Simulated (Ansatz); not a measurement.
Start from `Cl[CH2][GeH3]` and change one atom or group to get `[GeH3][CH2][TeH]`.

Ansatz, PBE0-D4/def2-TZVP geometries, multiplicity 1. 

Elements past krypton have def2 core potentials. Scalar relativity is left out up to krypton. Spin–orbit coupling is left out; it splits and shifts lone-pair levels of the heavy atoms by tenths of an eV.

```json
{"property": "LUMO energy (B3LYP/def2-TZVPP) / eV", "`Cl[CH2][GeH3]`": "-0.01"}
{"property": "size of the dipole moment (B3LYP/def2-TZVPP) / D", "`Cl[CH2][GeH3]`": "1.64"}
{"property": "HOMO–LUMO gap (ωB97M-V/def2-TZVPP) / eV", "`Cl[CH2][GeH3]`": "12.26"}
{"property": "HOMO energy (PBE0/def2-TZVPP) / eV", "`Cl[CH2][GeH3]`": "-7.99"}
{"property": "HOMO–LUMO gap (PBE/def2-TZVPP) / eV", "`Cl[CH2][GeH3]`": "5.97"}
{"property": "size of the dipole moment (ωB97M-V/def2-TZVPP) / D", "`Cl[CH2][GeH3]`": "1.66"}
```

What does the change do to each property? (Best estimate.)

Computed: 
```json
{"property": "LUMO energy (B3LYP/def2-TZVPP) / eV", "`[GeH3][CH2][TeH]`": "-1.00", "shift": "-0.99"}
{"property": "size of the dipole moment (B3LYP/def2-TZVPP) / D", "`[GeH3][CH2][TeH]`": "1.07", "shift": "-0.57"}
{"property": "HOMO–LUMO gap (ωB97M-V/def2-TZVPP) / eV", "`[GeH3][CH2][TeH]`": "9.30", "shift": "-2.96"}
{"property": "HOMO energy (PBE0/def2-TZVPP) / eV", "`[GeH3][CH2][TeH]`": "-6.17", "shift": "1.82"}
{"property": "HOMO–LUMO gap (PBE/def2-TZVPP) / eV", "`[GeH3][CH2][TeH]`": "3.54", "shift": "-2.43"}
{"property": "size of the dipole moment (ωB97M-V/def2-TZVPP) / D", "`[GeH3][CH2][TeH]`": "1.06", "shift": "-0.60"}
```

With PBE0 the HOMO rises by 1.82 eV and the LUMO falls by 1.04 eV, so the gap narrows by about 2.86 eV. PBE moves the HOMO by 1.55 eV and ωB97M-V by 1.90 eV. Dipoles are sizes alone; their direction can turn.

B3LYP here is the variant with VWN-RPA as its local correlation; programs differ in this.
